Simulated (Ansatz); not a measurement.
`[BH2][GeH2][O][SiH2]F` + NH₃ → `N[SiH2]F` + `[BH2][GeH2][OH]`  (ligand exchange at the Si–O bond)

Computed with Ansatz on PBE0-D4/def2-TZVP structures; ΔE is electronic, products minus reactants. CCSD(T)/CBS is the MP2 limit (def2-TZVPP, def2-QZVPP) plus CCSD(T) − MP2 in def2-TZVPP, frozen cores. This one scheme is used for every species. For Ge outer-core shells are correlated without core-valence functions, which leaves a few kJ/mol of doubt a bond. Scalar relativity is left out up to krypton. Each species was taken in one conformer, which may not be the lowest.

| species | MP2/def2-QZVPP energy (Eh) |
| --- | --- |
| `[BH2][GeH2][O][SiH2]F` | -2568.33631 |
| NH₃ | -56.47584 |
| `N[SiH2]F` | -445.99528 |
| `[BH2][GeH2][OH]` | -2178.79484 |

Q: Work out ΔE.

A: ΔE = (-445.99528) + (-2178.79484) − (-2568.33631) − (-56.47584) = 0.02203 Eh = +57.8 kJ/mol. CCSD(T)/CBS gives +57.7 kJ/mol.

Largest T1 diagnostic among the species: 0.012.

The D4 term adds +3.9 kJ/mol with B3LYP and +2.5 kJ/mol with PBE0; it sums over pairs of atoms, weighted by their polarisabilities, and B3LYP, whose exchange is more repulsive, gets the larger term. From PBE to PBE0 (25 % exact exchange), in def2-TZVPP and without D4, ΔE moves by +4.0 kJ/mol. In def2-TZVPP, CCSD(T) changes the Hartree–Fock value by −7.2 kJ/mol (the triples alone add −0.9 kJ/mol) and MP2 by −7.9 kJ/mol.

B3LYP here is the variant with VWN-RPA as its local correlation; programs differ in this.
